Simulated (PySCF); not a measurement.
Mapped SMILES: `[CH2:1]=[C:2]([C:3]#[N:4])[CH2:5][CH2:6][SiH3:7]` (H(Xn): hydrogen on atom n). Ha(C1) is cis to C3; Hb(C1) is trans to C3.

- geometry: GFN2-xTB
- GIAO PBE0/pcSseg-1 shieldings
- program: PySCF
- equivalent nuclei averaged, no solvent model, a single conformation, non-relativistic

Chemical shifts δ = σref − σ; $^{13}$C (σ = 186.93 ppm) vs TMS, all at this level.

**Question.** Do the $^{13}$C shifts follow the atomic charges (in e)? Tabulate both.

**Answer.** 
```
atoms  hybridisation  δ (ppm)  σ para (ppm)  Hirshfeld    IAO  Mulliken  ESP-fitted
   C1            sp2    136.8          -199      -0.07  -0.28     +0.00       -0.37
   C2            sp2    135.0          -208      +0.03  -0.02     -0.38       -0.23
   C3             sp    123.6          -196      +0.08  +0.14     +0.16       +0.50
   C5            sp3     38.3          -100      -0.06  -0.25     -0.11       +0.14
   C6            sp3     13.2           -80      -0.15  -0.53     -0.54       -0.22
```

Correlation coefficients of δ with charge over these carbons: Hirshfeld +0.73, IAO +0.72, Mulliken +0.52, ESP-fitted -0.02; with the paramagnetic shielding -1.00. With so few points, grouped by hybridisation, these coefficients are fragile. Charge is one influence among several: hybridisation and low-lying excitations act through the paramagnetic term.

Shifts are as computed. Against solution values, carbons near 30 ppm lie about +3 ppm off and those near 130 ppm about +5 ppm. Of 1211 compounds with measured shifts, 218 miss one by over three times the rms of a fit or turn the order of signals round; such compounds aren't used in these exercises.
